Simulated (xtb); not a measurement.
FIn, charge +1, doublet, from a rough starting geometry (GFN-xTB shapes and energies of metal compounds can be far from the true ones) (a state made from the parent by changing its charge; the spin is typed, not shown lowest); GFN2-xTB in xtb.

Input for xtb:
```
$ xtb mol.xyz --gfn 2 --chrg 1 --uhf 1 --opt vtight --json

# file mol.xyz
2

In    -0.54602793    -0.43870533    -0.71712177
F      0.56105326     0.43010942     0.72826033
```

Output, abridged:

```
   ID    Z sym.   atoms
    1   49 In     1
    2    9 F      2

           -------------------------------------------------
          |                Calculation Setup                |
           -------------------------------------------------

           -------------------------------------------------
          |                 G F N 2 - x T B                 |
           -------------------------------------------------

          ...................................................
          :                      SETUP                      :
          :.................................................:
          :  # basis functions                  14          :
          :  # atomic orbitals                  13          :
          :  # shells                            5          :
          :  # electrons                         9          :
          :  max. iterations                   250          :
          :  Hamiltonian                  GFN2-xTB          :
          :  restarted?                      false          :
          :  GBSA solvation                  false          :
          :  PC potential                    false          :
          :  electronic temp.          300.0000000     K    :
          :  accuracy                    1.0000000          :
          :  -> integral cutoff          0.2500000E+02      :
          :  -> integral neglect         0.1000000E-07      :
          :  -> SCF convergence          0.1000000E-05 Eh   :
          :  -> wf. convergence          0.1000000E-03 e    :
          :  Broyden damping             0.4000000          :
          :  net charge                          1          :
          :  unpaired electrons                  1          :
          ...................................................

 iter      E             dE          RMSdq      gap      omega  full diag
   1     -5.4259626 -0.542596E+01  0.176E+01    8.58       0.0  T
   2     -5.4725029 -0.465402E-01  0.605E+00   10.12       1.0  T
   3     -5.4722045  0.298393E-03  0.397E+00    9.10       1.0  T
   4     -5.4722990 -0.945483E-04  0.141E+00    8.85       1.0  T
   5     -5.4739436 -0.164459E-02  0.970E-01    8.74       1.0  T
   6     -5.4742162 -0.272600E-03  0.255E-01    8.82       1.0  T
   7     -5.4743606 -0.144368E-03  0.139E-02    8.78       5.1  T
   8     -5.4743609 -0.344170E-06  0.728E-03    8.78       9.7  T
   9     -5.4743609 -0.400637E-07  0.167E-03    8.78      42.3  T
  10     -5.4743610 -0.345486E-08  0.745E-04    8.78      95.0  T
  11     -5.4743610 -0.421670E-09  0.287E-04    8.78     246.2  T

   *** convergence criteria satisfied after 11 iterations ***

         :::::::::::::::::::::::::::::::::::::::::::::::::::::
         ::                     SUMMARY                     ::
         :::::::::::::::::::::::::::::::::::::::::::::::::::::
         :: total energy              -5.473405308551 Eh    ::
         :: gradient norm              0.020473193131 Eh/a0 ::
         :: HOMO-LUMO gap              8.775432300415 eV    ::
         ::.................................................::
         :: SCC energy                -5.474360953480 Eh    ::
         :: -> isotropic ES            0.143613218242 Eh    ::
         :: -> anisotropic ES          0.001260428561 Eh    ::
         :: -> anisotropic XC         -0.000095419430 Eh    ::
         :: -> dispersion             -0.000345457863 Eh    ::
         :: repulsion energy           0.000955644929 Eh    ::
         :: add. restraining           0.000000000000 Eh    ::
         :: total charge               1.000000000003 e     ::
         :::::::::::::::::::::::::::::::::::::::::::::::::::::

      -----------------------------------------------------------
     |                   =====================                   |
     |                        A N C O P T                        |
     |                   =====================                   |
     |               Approximate Normal Coordinate               |
     |                Rational Function Optimizer                |
      -----------------------------------------------------------
      -----------------------------------------------------------
     |                   =====================                   |
     |                        A N C O P T                        |
     |                   =====================                   |
     |               Approximate Normal Coordinate               |
     |                Rational Function Optimizer                |
      -----------------------------------------------------------

          ...................................................
          :                      SETUP                      :
          :.................................................:
          :   optimization level         verytight          :
          :   max. optcycles                   200          :
          :   ANC micro-cycles                  20          :
          :   degrees of freedom                 1          :
          :.................................................:
          :   RF solver                   davidson          :
          :   write xtbopt.log                true          :
          :   linear (good luck)              true          :
          :   energy convergence         0.1000000E-06 Eh   :
          :   grad. convergence          0.2000000E-03 Eh/α :
          :   maxmium RF displ.          1.0000000          :
          :   Hlow (freq-cutoff)         0.1000000E-01      :
          :   Hmax (freq-cutoff)         5.0000000          :
          :   S6 in model hess.         20.0000000          :
          ...................................................

generating ANC from exact Hessian ...
Using Lindh-Hessian (1995)
 Shifting diagonal of input Hessian by    0.0000000000000000
 Lowest  eigenvalues of input Hessian
    0.000000    0.000000    0.000000    0.000000    0.000000    0.350663
 Highest eigenvalues
[...]
 * total energy  :    -5.4734053 Eh     change       -0.1428653E-09 Eh
 * total energy  :    -5.4744431 Eh     change       -0.1037833E-02 Eh
 * total energy  :    -5.4761067 Eh     change       -0.1663605E-02 Eh
 * total energy  :    -5.4763809 Eh     change       -0.2741975E-03 Eh
 * total energy  :    -5.4764188 Eh     change       -0.3786640E-04 Eh
 * total energy  :    -5.4764210 Eh     change       -0.2224085E-05 Eh
 * total energy  :    -5.4764210 Eh     change       -0.9796333E-08 Eh
   *** GEOMETRY OPTIMIZATION CONVERGED AFTER 7 ITERATIONS ***
[...]
           -------------------------------------------------

          ...................................................
          :                      SETUP                      :
          :.................................................:
          :  # basis functions                  14          :
          :  # atomic orbitals                  13          :
          :  # shells                            5          :
          :  # electrons                         9          :
          :  max. iterations                   250          :
          :  Hamiltonian                  GFN2-xTB          :
          :  restarted?                      false          :
          :  GBSA solvation                  false          :
          :  PC potential                    false          :
          :  electronic temp.          300.0000000     K    :
          :  accuracy                    1.0000000          :
          :  -> integral cutoff          0.2500000E+02      :
          :  -> integral neglect         0.1000000E-07      :
          :  -> SCF convergence          0.1000000E-05 Eh   :
          :  -> wf. convergence          0.1000000E-03 e    :
          :  Broyden damping             0.4000000          :
          :  net charge                          1          :
          :  unpaired electrons                  1          :
          ...................................................

 iter      E             dE          RMSdq      gap      omega  full diag
   1     -5.4764951 -0.547650E+01  0.233E-05    8.58       0.0  T
   2     -5.4764951 -0.174971E-12  0.177E-05    8.58    3991.3  T
   3     -5.4764951 -0.199840E-12  0.331E-06    8.58   21379.1  T

   *** convergence criteria satisfied after 3 iterations ***

         :::::::::::::::::::::::::::::::::::::::::::::::::::::
         ::                     SUMMARY                     ::
         :::::::::::::::::::::::::::::::::::::::::::::::::::::
         :: total energy              -5.476421044705 Eh    ::
         :: gradient norm              0.000000214953 Eh/a0 ::
         :: HOMO-LUMO gap              8.575807363987 eV    ::
         ::.................................................::
         :: SCC energy                -5.476495119225 Eh    ::
         :: -> isotropic ES            0.136232625204 Eh    ::
         :: -> anisotropic ES          0.000735992236 Eh    ::
         :: -> anisotropic XC          0.000284465982 Eh    ::
         :: -> dispersion             -0.000349179779 Eh    ::
         :: repulsion energy           0.000074074520 Eh    ::
         :: add. restraining           0.000000000000 Eh    ::
         :: total charge               1.000000000000 e     ::
         :::::::::::::::::::::::::::::::::::::::::::::::::::::

           -------------------------------------------------
          |                Property Printout                |
           -------------------------------------------------

    * Orbital Energies and Occupations

         #    Occupation            Energy/Eh            Energy/eV
      -------------------------------------------------------------
         1        2.0000           -1.0711912             -29.1486
         2        2.0000           -0.8327229             -22.6595
         3        1.9996           -0.7814682             -21.2648
         4        1.9996           -0.7814682             -21.2648
         5        1.0007           -0.7670968             -20.8738 (HOMO)
         6                         -0.4519417             -12.2980 (LUMO)
         7                         -0.4519417             -12.2980
         8                         -0.4052977             -11.0287
         9                         -0.3072111              -8.3596
        10                         -0.3072111              -8.3596
        11                         -0.2861302              -7.7860
        12                         -0.2861302              -7.7860
        13                         -0.0110321              -0.3002
      -------------------------------------------------------------
                  HL-Gap            0.3151551 Eh            8.5758 eV
             Fermi-level           -0.6917362 Eh          -18.8231 eV

     #   Z          covCN         q      C6AA      α(0)
     1  49 In       0.602     0.965   501.215    58.746
     2   9 F        0.602     0.035     9.106     3.559

 Mol. C6AA /au·bohr⁶  :        618.449430
 Mol. C8AA /au·bohr⁸  :      79712.468935
 Mol. α(0) /au        :         62.305084

Wiberg/Mayer (AO) data.
largest (>0.10) Wiberg bond orders for each atom

 ---------------------------------------------------------------------------
     #   Z sym  total        # sym  WBO       # sym  WBO       # sym  WBO
 ---------------------------------------------------------------------------
     1  49 In   0.750 --     2 F    0.750
     2   9 F    0.750 --     1 In   0.750
 ---------------------------------------------------------------------------

Topologies differ in total number of bonds
Writing topology from bond orders to xtbtopo.mol

molecular dipole:
                 x           y           z       tot (Debye)
 q only:       -1.088      -0.873      -1.429
   full:       -1.271      -1.016      -1.667       5.921
molecular quadrupole (traceless):
                xx          xy          yy          xz          yz          zz
 q only:       -0.248       1.651      -0.991       2.707       2.166       1.240
  q+dip:       -0.325       2.184      -1.318       3.587       2.863       1.643
   full:       -0.233       1.506      -0.894       2.460       1.979       1.127

optimized geometry written to: xtbopt.xyz

           -------------------------------------------------
          | TOTAL ENERGY               -5.476421044705 Eh   |
          | GRADIENT NORM               0.000000214953 Eh/α |
          | HOMO-LUMO GAP               8.575807363987 eV   |
           -------------------------------------------------

normal termination of xtb
```
